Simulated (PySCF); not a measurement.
## Bond curve of TmS

Set-up: PySCF, spin-free X2C with a Gaussian nucleus, basis sets Tm x2c-SVPall, S x2c-SVPall. Energies in eV from Tm (4f13 6s2) + S in their ground configurations at the same level. All curves are PBE0. state 1: doublet, about 12.8 electrons in the 4f shell (Mulliken), real f orbitals that mix terms; state 2: quartet, about 12.2 electrons in the 4f shell (Mulliken), real f orbitals that mix terms, a second solution, started from another occupation; state 3: Ms = 0.5 determinant of mixed spin, about 12.3 electrons in the 4f shell (Mulliken), real f orbitals that mix terms, a second solution, started from another occupation.

| R (Å) | state 1 | state 2 | state 3 |
| --- | --- | --- | --- |
| 2.004 | -2.132 |  |  |
| 2.097 | -2.840 | -2.586 | -2.255 |
| 2.190 | -3.226 | -2.918 | -2.592 |
| 2.260 | -3.362 | -3.003 | -2.686 |
| 2.330 | -3.398 | -2.987 | -2.691 |
| 2.400 | -3.359 | -2.908 | -2.648 |
| 2.493 | -3.221 | -2.760 | -2.568 |
| 2.610 | -2.956 | -2.557 |  |
| 2.749 | -2.561 |  |  |
| 2.936 | -1.986 |  |  |

Q: Put a parabola through the three lowest points of the state 1 curve and estimate Re, k and ωe (reduced mass 26.88 u; 1 eV/Å² = 0.16022 mdyn/Å; ωe = 1302.8·√(k/μ) cm⁻¹).

A: Through R = 2.26, 2.33, 2.4 Å the second-order coefficient is 7.65 eV/Å², so Re ≈ 2.329 Å, k ≈ 2.45 mdyn/Å and ωe ≈ 394 cm⁻¹. A polynomial fit of higher order to the unrounded PBE0 energies gives Re = 2.326 Å, k = 2.51 mdyn/Å, ωe = 398 cm⁻¹; anharmonicity and rounding make the difference.

The higher-order fit for each curve: state 1: Re = 2.326 Å, ωe = 398 cm⁻¹, De = 3.40 eV. State 2 gave no clean fit. State 3 gave no clean fit.

⟨S²⟩ is raised (TmS 0.98), so spin contamination touches these numbers. These are scalar-relativistic numbers at best; spin–orbit coupling would shift them, the dissociation energy most. With d or f electrons several states lie close, and the lowest PBE0 determinant need not be the measured ground state.
